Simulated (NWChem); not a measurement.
**Correlation energy of H2Cl2Si**

```xyz
5

Si     0.0000     0.0000     0.7689
Cl    -1.6840     0.0000    -0.4104
Cl     1.6840     0.0000    -0.4104
H      0.0000    -1.2330     1.5936
H      0.0000     1.2330     1.5936
```
Charge 0, spin multiplicity 1.

Program: NWChem. The geometry was optimised at PBE0/def2-SVP, a minimum by its harmonic frequencies.

Basis set: STO-3G. Each correlation energy counts from its own Hartree-Fock reference.

```csv
method,correlation energy (mHa),difference from CCSD(T)
MP2,-46.1,+18.8
SCS-MP2,-52.4,+12.6
CR-CCSD[T],-65.1,-0.1
CR-CCSD(T),-65.0,0.0
CCSD,-64.0,+0.9
CCSD+T(CCSD),-65.1,-0.1
CCSD(T),-65.0,0.0
CCSDT,-65.3,-0.3
```

The values span 19.1 mHa, from CCSDT (lowest) to MP2 (highest). 

The correlated methods keep 15 core orbitals frozen. The structure started from a generated list of species. No row is a measurement; the coupled-cluster row has its own basis-set and correlation limits.
